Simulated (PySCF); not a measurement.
A calculated (PBE, PySCF 2.14, aug-cc-pVDZ, the non-relativistic Hamiltonian (point nucleus)) atom or ion has these occupied shells.

| shell | electrons | orbital energy (eV) | rms radius, mean of both spins (bohr) |
| --- | --- | --- | --- |
| 1s | 2 | -193.85 | 0.382 |
| 2s | 2 | -19.572 | 1.96 |

(1) Name the element and its charge.

Results:

(1) B⁺ (boron, charge +1), in [He] 2s2, closed-shell 1S.
